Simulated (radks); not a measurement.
Results of a calculation; reference values are marked as such.
The dysprosium ion Dy2+, 64 electrons, occupied as [Xe] 4f9 6p1 (not the ground configuration).

Code: a radial shooting solver on a logarithmic mesh with Libxc functionals. Model: Dirac Kohn-Sham, PBE, spin-unpolarised, spherical densities, finite nucleus; open shells fill j = l - 1/2 first; Fermi nuclear charge, rms radius 5.2218 fm.

Energy parts (eV):
| part | energy |
|---|---|
| total | -331058.93 |
| kinetic | 363094.83 |
| electron-nucleus | -814765.26 |
| Hartree | 127784.39 |
| exchange-correlation | -7172.90 |

Orbitals (lengths in bohr, moments of r in powers of bohr; r(90%) holds 90 % of the orbital's charge):
orbital  occ.  eigenvalue (eV)   <1/r>  r(90%)  small-component weight
1s1/2       2        -53614.52   74.55  0.0382                6.07e-02
2s1/2       2        -8943.991   17.86   0.139                1.35e-02
2p1/2       2        -8508.042   17.84   0.123                1.35e-02
2p3/2       4        -7707.891   15.62   0.132                1.25e-02
3s1/2       2        -2010.462   6.524   0.344                4.31e-03
3p1/2       2        -1820.137   6.440   0.336                4.25e-03
3p3/2       4        -1653.990   5.876   0.355                3.96e-03
3d3/2       4        -1326.628   5.757   0.327                3.84e-03
3d5/2       6        -1290.354   5.618   0.333                3.75e-03
4s1/2       2        -417.6192   2.729   0.761                1.38e-03
4p1/2       2        -342.4799   2.622   0.786                1.30e-03
4p3/2       4        -305.2470   2.429   0.829                1.19e-03
4d3/2       4        -181.4218   2.210   0.904                1.02e-03
4d5/2       6        -174.6589   2.162   0.920                9.91e-04
4f5/2       6         -27.2957   1.628    1.37                6.04e-04
4f7/2       3         -26.3532   1.607    1.40                5.92e-04
5s1/2       2         -70.4305   1.045    1.84                2.93e-04
5p1/2       2         -49.5689  0.9269    2.08                2.36e-04
5p3/2       4         -44.4516  0.8609    2.21                2.09e-04
6p1/2       1         -12.8904  0.3310    5.46                3.74e-05
6p3/2       0         -12.2198  0.3151    5.70                3.47e-05

The highest occupied level is 6p1/2 at -12.890 eV. The electron density at the nucleus is 7.403e+05 e/bohr^3. The density falls to 0.001 e/bohr^3 at r = 4.48 bohr.
